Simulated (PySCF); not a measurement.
# Dipole response of Au (gold, neutral)

[Xe] 4f14 5d10 6s1, 2S determinant. Calculation: PySCF 2.14, in ANO-RCC-VTZP; scalar relativity by spin-free X2C-1e. Coupled (time-dependent) response in atomic units; α is the mean over directions. The basis has no added diffuse functions, which lowers α and C₆.

```tsv
method	mean α (bohr³)	C₆ (like pair)	S(−4)
UHF	44.65	386.2	1220
PBE	31.69	278.8	427.5
```

S(−4) is the Cauchy moment in α(ω) = α(0) + S(−4) ω² + …

Reference α: 36 ± 3 bohr³ (recommended; Schwerdtfeger and Nagle, table of static dipole polarizabilities (2023 update)). Published C₆: 427.0 (Gould and Bucko (2016)).

Hartree-Fock lies above the reference because it lacks correlation, which contracts the outer shell.

α(iu) at PBE:

```json
{"u (hartree)": "0", "α(iu) (bohr³)": "31.69"}
{"u (hartree)": "0.0500", "α(iu) (bohr³)": "30.67"}
{"u (hartree)": "0.100", "α(iu) (bohr³)": "28.08"}
{"u (hartree)": "0.200", "α(iu) (bohr³)": "21.75"}
{"u (hartree)": "0.300", "α(iu) (bohr³)": "16.78"}
{"u (hartree)": "0.500", "α(iu) (bohr³)": "11.25"}
{"u (hartree)": "0.750", "α(iu) (bohr³)": "8.049"}
{"u (hartree)": "1.00", "α(iu) (bohr³)": "6.251"}
{"u (hartree)": "1.50", "α(iu) (bohr³)": "4.129"}
{"u (hartree)": "2.00", "α(iu) (bohr³)": "2.903"}
{"u (hartree)": "3.00", "α(iu) (bohr³)": "1.632"}
{"u (hartree)": "5.00", "α(iu) (bohr³)": "0.7145"}
```

A single London oscillator, α(iu) = α/(1 + u²/ω²), gives C₆ = (3/4) ω α². Matching the computed C₆ needs ω = 4 × 278.8 / (3 × 31.69²) = 0.370 hartree.

Spin-orbit coupling, which splits the p, d and f shells strongly at this Z, is absent.
